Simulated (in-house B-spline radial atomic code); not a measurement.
## Binding energies in the magnesium ion Mg²⁺

NIST's tabulated ground configuration is [He] 2s2 2p6; each binding energy is the energy of the ion with one electron taken from that subshell, relaxed, less that of the parent. All numbers are computed (Dirac-Hartree-Fock, average of configuration; Fermi nucleus of rms radius 3.057 fm) with a radial B-spline atomic code at the basis-set limit, not measured. Energies include first-order Breit, QED and recoil terms.

```csv
subshell,X-ray name,binding energy (eV),-ε (eV),relaxation (eV)
1s,K,1334,1356.9,22.0
2s,L1,119.6,122.4,2.7
2p1/2,L2,78.79,82.00,3.18
2p3/2,L3,78.52,81.68,3.15
```

Relaxation = -ε minus the binding energy without Breit, QED and recoil terms.

Emission lines follow as differences of binding energies, with λ = 12398.42 eV·Å / E:

| line | holes | energy (eV) | wavelength (Å) |
| --- | --- | --- | --- |
| K-L3 | 1s → 2p3/2 | 1255.5 | 9.8754 |
| K-L2 | 1s → 2p1/2 | 1255.2 | 9.8776 |

**Question.** What screening constant σ does Moseley's law, E = (3/4)·13.6057 eV·(Z - σ)², need for K-L3?

**Answer.** σ = 0.91.

**Question.** What does it cost to remove both a 2p3/2 and a 2p1/2 electron?

**Answer.** 188.29 eV, which is 30.98 eV more than the two single binding energies together.

**Question.** What does it cost to remove two 2s electrons?

**Answer.** 271.14 eV, which is 31.89 eV more than the two single binding energies together.

**Question.** What does it cost to remove two 1s electrons?

**Answer.** 2827.2 eV, which is 159.2 eV more than the two single binding energies together.
